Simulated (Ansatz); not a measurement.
A geometry relaxed with B3LYP-D3(BJ)/def2-TZVP (Ansatz, a program for electronic structure), charge 0, multiplicity 1:

```xyz
15

H      1.9672    -0.8695    -0.8931
H     -1.1058    -1.1120    -1.6446
H     -1.0028     2.2026    -0.3087
H     -1.1657     0.4179     2.2275
H      0.2142     1.7085    -1.4830
C     -0.0251     1.7255    -0.4166
O     -0.3314     0.0442     1.9353
H      2.4160    -0.1935     0.6765
C      1.6639    -0.7875     0.1533
H      1.6686    -1.7905     0.5850
H     -1.3522    -2.0533    -0.1701
C     -1.3192    -1.0395    -0.5751
H      0.7123     2.3578     0.0827
H     -2.3165    -0.6045    -0.4696
Si    -0.0235    -0.0062     0.3005
```

Task: Write the SMILES of this molecule.

Result: `C[Si](C)(C)O`
